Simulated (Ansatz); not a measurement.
`FC([SiH3])CCl` + `OBF` → `FBO[SiH3]` + `FCCCl`  (ligand exchange at the Si–C bond)

Isolated molecules relaxed with PBE0-D4/def2-TZVP in Ansatz; ΔE leaves out vibrations. CCSD(T)/CBS adds triple-zeta CCSD(T) − MP2 to the extrapolated MP2 energy (def2 sets, frozen cores). This one scheme is used for every species. DFT in def2-TZVPP. One conformer a species, not always the lowest.

`FC([SiH3])CCl`:

```xyz
11

F    -1.465   -0.338    1.066
C    -0.334   -0.500    0.272
Si   -0.602    0.482   -1.345
C     0.885   -0.050    1.023
Cl    1.244   -1.088    2.430
H    -0.250   -1.569    0.041
H     0.543    0.218   -2.256
H    -0.669    1.933   -1.034
H    -1.866    0.029   -1.972
H     1.760   -0.081    0.372
H     0.755    0.963    1.403
```

`OBF`:

Z-matrix (Å, degrees):
```
B
O 1 1.344
F 1 1.332 2 120.3
H 1 1.192 2 120.1 3 -180.0
H 2 0.963 1 113.4 3 -0.0
```

`FBO[SiH3]`:

Z-matrix (Å, degrees):
```
Si
O 1 1.655
H 1 1.481 2 108.0
H 1 1.481 2 108.0 3 -119.2
H 1 1.485 2 110.1 3 120.4
B 2 1.342 1 134.0 3 -120.1
F 6 1.324 2 118.3 1 180.0
H 6 1.198 2 123.1 1 0.0
```

`FCCCl`:

Z-matrix (Å, degrees):
```
C
C 1 1.509
F 1 1.381 2 108.5
H 1 1.093 2 110.9 3 -119.1
H 1 1.093 2 110.9 3 119.1
Cl 2 1.776 1 109.1 3 179.9
H 2 1.089 1 111.1 3 61.0
H 2 1.089 1 111.1 3 -61.2
```

| species | PBE0-D4 energy (Eh) |
| --- | --- |
| `FC([SiH3])CCl` | -928.97956 |
| `OBF` | -201.10545 |
| `FBO[SiH3]` | -491.71521 |
| `FCCCl` | -638.40759 |

Work out ΔE.

ΔE = (-491.71521) + (-638.40759) − (-928.97956) − (-201.10545) = -0.03779 Eh = -23.7 kcal/mol. CCSD(T)/CBS gives -26.2 kcal/mol.

Largest T1 diagnostic among the species: 0.013.

The D4 term adds +1.2 kcal/mol with B3LYP and +0.7 kcal/mol with PBE0; it sums over pairs of atoms, weighted by their polarisabilities, and B3LYP, whose exchange is more repulsive, gets the larger term. From PBE to PBE0 (25 % exact exchange), in def2-TZVPP and without D4, ΔE moves by −2.0 kcal/mol. In def2-TZVPP, CCSD(T) changes the Hartree–Fock value by +6.8 kcal/mol (the triples alone add +1.0 kcal/mol) and MP2 by +6.1 kcal/mol.

B3LYP here is the variant with VWN-RPA as its local correlation; programs differ in this.
